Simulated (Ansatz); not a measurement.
Molecule: C5H10O (charge 0, singlet). 
Coordinates optimised at B3LYP-D3(BJ)/def2-TZVP (Ansatz, a first-principles code):
```xyz
16

C      2.6548     0.6062    -0.4687
C      1.4557    -0.2146    -0.0040
C      0.1343     0.5021    -0.2417
C     -1.0922    -0.2732     0.2023
O     -1.0133    -1.3738     0.6969
C     -2.4267     0.4088    -0.0080
H      2.7104     1.5620     0.0585
H      2.5971     0.8233    -1.5384
H      3.5903     0.0741    -0.2889
H      1.4359    -1.1778    -0.5180
H      1.5479    -0.4486     1.0586
H      0.0080     0.7441    -1.3041
H      0.1191     1.4720     0.2705
H     -2.5676     0.6478    -1.0650
H     -2.4566     1.3550     0.5382
H     -3.2327    -0.2365     0.3333
```
Charge 0, spin multiplicity 1.

Property: vertical triplet-singlet gap (E(triplet) - E(singlet); each state is the SCF solution reached for its spin), in kcal/mol. Cores are frozen in the correlated levels unless marked. Open shells are spin-unrestricted. No spin-orbit coupling. No relativistic terms. CBS marks a two-point X^-3 extrapolation of the correlation energy; Hartree-Fock from the larger set. [CCSD(T)-MP2]/basis is that difference in the basis named.

```
level                                                          program  vertical triplet-singlet gap (kcal/mol)  minus last row
-------------------------------------------------------------  -------  ---------------------------------------  --------------
SVWN5/def2-TZVPD                                                Ansatz                                     92.3            -5.9
CAM-B3LYP/def2-TZVPD                                            Ansatz                                     90.4            -7.8
wB97X-V/def2-TZVPD                                              Ansatz                                     92.8            -5.4
B2PLYP/def2-TZVPD                                               Ansatz                                     94.7            -3.5
MP2/aug-cc-pVDZ                                                 Ansatz                                    107.1             8.9
RI-MP2/aug-cc-pVQZ                                              Ansatz                                    107.9             9.7
RI-MP2/CBS(aug-cc-pVTZ,aug-cc-pVQZ)+[CCSD(T)-MP2]/aug-cc-pVTZ   Ansatz                                     98.2             0.0
```
